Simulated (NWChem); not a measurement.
System: Ge, triplet

Program: NWChem. Pople sets run with spherical d functions. Spin-unrestricted. The open p shell is one determinant without spherical averaging. No stability test was run on the SCF state. Total energies compare along this basis series because the functional is fixed.

```json
[
 {"level": "CAM-B3LYP/STO-3G", "basis functions": "18", "energy (Ha)": "-2052.8968", "highest occupied level (eV)": "[?]", "lowest empty minus highest occupied level, either spin (eV)": "[?]"},
 {"level": "CAM-B3LYP/3-21G", "basis functions": "22", "energy (Ha)": "-2066.9603", "highest occupied level (eV)": "-6.21", "lowest empty minus highest occupied level, either spin (eV)": "4.31"},
 {"level": "CAM-B3LYP/6-31G*", "basis functions": "32", "energy (Ha)": "-2076.7586", "highest occupied level (eV)": "-6.50", "lowest empty minus highest occupied level, either spin (eV)": "4.39"},
 {"level": "CAM-B3LYP/6-311G**", "basis functions": "44", "energy (Ha)": "-2077.0019", "highest occupied level (eV)": "-6.50", "lowest empty minus highest occupied level, either spin (eV)": "4.37"},
 {"level": "CAM-B3LYP/def2-TZVPD", "basis functions": "54", "energy (Ha)": "-2077.0384", "highest occupied level (eV)": "-6.45", "lowest empty minus highest occupied level, either spin (eV)": "4.42"},
 {"level": "CAM-B3LYP/def2-QZVP", "basis functions": "75", "energy (Ha)": "-2077.0852", "highest occupied level (eV)": "-6.51", "lowest empty minus highest occupied level, either spin (eV)": "4.37"}
]
```

Q: Fill in the missing entries.

A: 
- CAM-B3LYP/STO-3G, highest occupied level (eV): -0.44
- CAM-B3LYP/STO-3G, lowest empty minus highest occupied level, either spin (eV): 2.93
